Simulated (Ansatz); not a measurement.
`[CH3][AlH][C](=N)Cl` + `O[SiH2][NH][AlH2]` → `[CH3][AlH][NH][AlH2]` + `N=C(Cl)[SiH2]O`  (redistribution)

Program: Ansatz. Geometries: PBE0-D4/def2-TZVP. ΔE: electronic, gas phase. CBS: MP2 limit from def2 TZ/QZ plus the TZ coupled-cluster correction, frozen cores. DFT in def2-TZVPP. B3LYP here is the variant with VWN-RPA as its local correlation; programs differ in this. Each species was taken in one conformer, which may not be the lowest.

```csv
level,ΔE (kJ/mol),difference from CCSD(T)/CBS
PBE-D4,-38.1,-5.2
BLYP-D4,-38.1,-5.2
r2SCAN-D4,-38.3,-5.4
ωB97M-V,-32.5,0.4
PBE-QIDH,-34.4,-1.5
BLYP,-35.7,-2.8
PBE0,-34.2,-1.3
B3LYP,-34.0,-1.1
r2SCAN0,-35.3,-2.4
HF/def2-SVP,-34.5,-1.6
MP2/def2-SVP,-47.7,-14.8
CCSD/def2-SVP,-44.1,-11.2
HF/def2-TZVPP,-26.7,6.2
CCSD/def2-TZVPP,-33.5,-0.6
CCSD(T)/def2-TZVPP,-35.2,-2.3
HF/CBS(def2),-25.3,7.6
CCSD(T)/CBS,-32.9,0
```

Largest T1 diagnostic among the species: 0.013.

From BLYP to BHLYP (50 % exact exchange), in def2-TZVPP and without D4, ΔE moves by +4.1 kJ/mol. Leaving LDA and LC-ωPBE aside and taking each functional with its dispersion term where it has one, the values spread over 5.9 kJ/mol, from r2SCAN-D4 to ωB97M-V. LDA lies −4.4 kJ/mol from PBE without D4. At CCSD(T), def2-SVP lies −13.2 kJ/mol from the extrapolated value and def2-TZVPP −2.3 kJ/mol.

CCSD(T)/CBS has its own doubt, a few kJ/mol and more with outer-core shells, so smaller differences from it don't rank the levels.
